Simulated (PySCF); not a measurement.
# Dipole response of Pd⁴¹⁺ (palladium, charge +41)

[He] 2s2 2p1, 2P determinant. Computed with PySCF 2.14 in an even-tempered Gaussian basis (19 s from 16 bohr⁻², ratio 2.2; 12 p from 21 bohr⁻², ratio 2.2; 6 d from 83 bohr⁻², ratio 2.4; 5 f from 120 bohr⁻², ratio 2.4; 4 g from 190 bohr⁻², ratio 2.4), with the spin-free X2C one-electron Hamiltonian (Gaussian nucleus). Coupled (time-dependent) response in atomic units; α is the mean over directions.

```csv
method,mean α (bohr³),"α xx, yy, zz",C₆ (like pair),S(−4)
UHF,0.001342,"0.001528, 0.0009697, 0.001528",1.675e-05,1.124e-05
PBE0,0.001319,"0.001505, 0.0009458, 0.001505",1.631e-05,1.092e-05
```

S(−4) is the Cauchy moment in α(ω) = α(0) + S(−4) ω² + …

Spin-orbit coupling is absent.

α(iu) at PBE0:

```csv
u (hartree),α(iu) (bohr³)
0,0.001319
1.00,0.001308
2.00,0.001277
4.00,0.001166
6.00,0.001021
8.00,0.0008736
10.0,0.0007408
15.0,0.0004988
20.0,0.0003575
30.0,0.0002215
50.0,0.0001325
```

A single London oscillator, α(iu) = α/(1 + u²/ω²), gives C₆ = (3/4) ω α². Matching the computed C₆ needs ω = 4 × 1.631e-05 / (3 × 0.001319²) = 12.5 hartree.

For an ion, C₆ is the dispersion term alone; charge-induced terms of lower order in 1/R come first.

The components differ because the open shell of this determinant is not spherical; for a pure term their mean is the scalar polarisability.

Spin-orbit coupling, absent here, splits the open shell strongly.
